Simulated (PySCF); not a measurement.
Arsine, SMILES [AsH3], B3LYP/def2-SVP optimised geometry.

```
4

As    -0.74    -0.76     0.00
H     -0.79     0.76     0.00
H      0.79    -0.76     0.00
H     -0.79    -0.82    -1.53
```

Density from B3LYP/def2-TZVP (PySCF) at that geometry.

Minimum of the electron density along straight lines between bonded atoms, close to the bond critical point (lines longer than 1.1 times the sum of covalent radii, or with two minima, are not listed):

| bond | length / Å | ρ at the minimum / e bohr⁻³ | ∇²ρ there / e bohr⁻⁵ | position (fraction from the first atom) |
|---|---|---|---|---|
| As1–H2 | 1.531 | 0.146 | -0.11 | 0.60 |
| As1–H3 | 1.531 | 0.146 | -0.11 | 0.60 |
| As1–H4 | 1.531 | 0.146 | -0.11 | 0.60 |
